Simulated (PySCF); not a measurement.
AlFBr₂, SMILES [F][Al]([Br])[Br]. Atoms are numbered in the order given.

```xyz
4

Al     0.0000     0.0000    -0.6574
F      0.0000     0.0000    -2.3129
Br     0.0000     1.9555     0.4195
Br     0.0000    -1.9555     0.4195
```
Charge 0, spin multiplicity 1.

Geometry: B3LYP-D3(BJ)/def2-SVP. The structure was generated by enumeration; whether it is a known compound was not checked.

Level of theory: PySCF with KT2/pcSseg-1.

GIAO shieldings, no solvent; atoms alike by connectivity are averaged. δ = σ(ref) − σ: ¹⁹F against CFCl3 (σ = 127.1 ppm), references at their B3LYP-D3(BJ)/def2-TZVP geometries, non-relativistic (without spin–orbit terms, shifts of atoms bonded to Cl or Br come out too high).

```csv
nucleus,atoms,count,δ (ppm)
¹⁹F,F2,1,-143.1
```
